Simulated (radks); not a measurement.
Results of a calculation; reference values are marked as such.
The cerium ion Ce3+, 55 electrons, occupied as [Kr] 4d10 4f1 5s2 5p5.75 6p0.25 (fractional occupations, a model configuration). Level of theory: Dirac Kohn-Sham, PBE, spin-unpolarised, spherical densities, finite nucleus; open shells fill j = l - 1/2 first; Fermi nuclear charge, rms radius 4.8771 fm (a radial shooting solver on a logarithmic mesh with Libxc functionals).

Unscreened Slater integrals over Kohn-Sham orbitals (hartree). Large and small components are both included. Empty in this configuration: 4f7/2.

| integral | value |
|---|---|
| F0(6p1/2,6p1/2) | 0.23288 |
| F0(6p1/2,4f5/2) | 0.30313 |
| G2(6p1/2,4f5/2) | 0.015192 |
| F0(6p1/2,5p3/2) | 0.28727 |
| G2(6p1/2,5p3/2) | 0.022797 |
| F0(6p1/2,5p1/2) | 0.28890 |
| G0(6p1/2,5p1/2) | 0.016327 |
| F0(6p1/2,4f7/2) | 0.30292 |
| G4(6p1/2,4f7/2) | 0.014139 |
| F0(4f5/2,4f5/2) | 0.88545 |
| F2(4f5/2,4f5/2) | 0.41425 |
| F4(4f5/2,4f5/2) | 0.25850 |
| F0(4f5/2,5p3/2) | 0.60988 |
| F2(4f5/2,5p3/2) | 0.22846 |
| G2(4f5/2,5p3/2) | 0.13007 |
| G4(4f5/2,5p3/2) | 0.099299 |
| F0(4f5/2,5p1/2) | 0.62995 |
| G2(4f5/2,5p1/2) | 0.14396 |
| F0(4f5/2,4f7/2) | 0.88178 |
| F2(4f5/2,4f7/2) | 0.41244 |
| F4(4f5/2,4f7/2) | 0.25734 |
| G2(4f5/2,4f7/2) | 0.41186 |
| G4(4f5/2,4f7/2) | 0.25700 |
| G6(4f5/2,4f7/2) | 0.18448 |
| F0(5p3/2,5p3/2) | 0.52010 |
| F2(5p3/2,5p3/2) | 0.28241 |
| F0(5p3/2,5p1/2) | 0.53062 |
| G2(5p3/2,5p1/2) | 0.28625 |
| F0(5p3/2,4f7/2) | 0.60875 |
| F2(5p3/2,4f7/2) | 0.22935 |
| G2(5p3/2,4f7/2) | 0.13170 |
| G4(5p3/2,4f7/2) | 0.10036 |
| F0(5p1/2,5p1/2) | 0.54207 |
| F0(5p1/2,4f7/2) | 0.62871 |
| G4(5p1/2,4f7/2) | 0.10990 |
| F0(4f7/2,4f7/2) | 0.87815 |
| F2(4f7/2,4f7/2) | 0.41068 |
| F4(4f7/2,4f7/2) | 0.25622 |
| F6(4f7/2,4f7/2) | 0.18391 |
